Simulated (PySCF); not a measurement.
**B²⁺ (boron, charge +2) across methods**

[He] 3d1, 2D determinant (an excited configuration). Calculation: PySCF 2.14, in aug-cc-pVDZ; no relativity, point nucleus. The B2PLYP total includes its PT2 part (frozen core); its orbital energies are those of the SCF part.

```csv
method,E (hartree),mean ε 1s β (eV),mean ε 1s α (eV),mean ε 3d α (eV),Σ⟨r²⟩ (bohr²),⟨S²⟩
r2SCAN,-22.5487,-225.47,-225.46,-11.838,14.47,0.750
LDA,-22.2555,-219.87,-219.88,-11.594,14.56,0.750
PBE0,-22.5164,-229.62,-229.62,-12.419,14.33,0.750
B2PLYP,-22.5285,-237.92,-237.91,-12.787,14.35,0.750
PBE,-22.5117,-222.24,-222.25,-11.990,14.16,0.750
LC-wPBE,-22.4998,-228.33,-228.34,-14.021,14.15,0.750
B3LYP,-22.5510,-228.59,-228.58,-12.391,14.13,0.750
UHF,-22.48036,-250.85,-250.85,-13.468,14.72,0.750
```

(1) Estimate the same row for M06-L.

The outer electron is Rydberg-like, and this basis confines it to a smaller radius and binds it less than a complete one would.

Answers

(1) E (hartree) = -22.6085; mean ε 1s β (eV) = -225.70; mean ε 1s α (eV) = -225.70; mean ε 3d α (eV) = -12.131; Σ⟨r²⟩ (bohr²) = 14.45; ⟨S²⟩ = 0.750.
